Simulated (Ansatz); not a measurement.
Consider the formal hydrolysis of the Sn–Cl bond: `[OH][Sn]([OH])([F])[Cl]` + H₂O → `[OH][Sn]([OH])([OH])[F]` + HCl.

Isolated molecules relaxed with PBE0-D4/def2-TZVP in Ansatz; ΔE leaves out vibrations. CCSD(T)/CBS adds triple-zeta CCSD(T) − MP2 to the extrapolated MP2 energy (def2 sets, frozen cores). This one scheme is used for every species. Functionals use def2-TZVPP. HSE06 is defined as in plane-wave codes. def2 core potentials past Kr. For Sn outer-core shells are correlated without core-valence functions, which leaves a few kJ/mol of doubt a bond. Each species was taken in one conformer, which may not be the lowest.

`[OH][Sn]([OH])([F])[Cl]`:

Cartesian coordinates in Å:
```
O -0.706 -1.481 -0.113
Sn 0.279 0.182 -0.191
O -0.805 1.585 0.562
F 1.857 -0.084 0.840
Cl 0.960 0.800 -2.278
H -0.137 -2.250 -0.014
H -1.448 1.248 1.194
```

H₂O:

Z-matrix (Å, degrees):
```
O
H 1 0.960
H 1 0.960 2 105.1
```

`[OH][Sn]([OH])([OH])[F]`:

Cartesian coordinates in Å:
```
O 1.766 0.593 0.201
Sn -0.060 -0.044 0.184
O -1.367 1.322 0.561
O -0.543 -0.836 -1.515
F -0.114 -1.343 1.582
H 2.236 0.312 0.991
H -2.095 1.310 -0.068
H 0.177 -1.314 -1.936
```

HCl:

Z-matrix (Å, degrees):
```
Cl
H 1 1.279
```

| level | ΔE (eV) |
| --- | --- |
| HSE06-D4 | 0.68 |
| PBE-QIDH | 0.66 |
| CAM-B3LYP | 0.59 |
| CCSD(T)/def2-SVP | 0.60 |

Question: What does CCSD(T)/CBS give? (Estimate.)

Answer: The calculation gave: +0.63 eV. The listed levels differ from it by 0.05, 0.03, -0.04, -0.03 eV.

Largest T1 diagnostic among the species: 0.015.

At CCSD(T), def2-SVP lies −0.03 eV from the extrapolated value and def2-TZVPP −0.05 eV. From r2SCAN to r2SCAN0 (25 % exact exchange), in def2-TZVPP and without D4, ΔE moves by +0.04 eV. In def2-TZVPP, CCSD(T) changes the Hartree–Fock value by −0.10 eV (the triples alone add −0.01 eV) and MP2 by −0.07 eV.
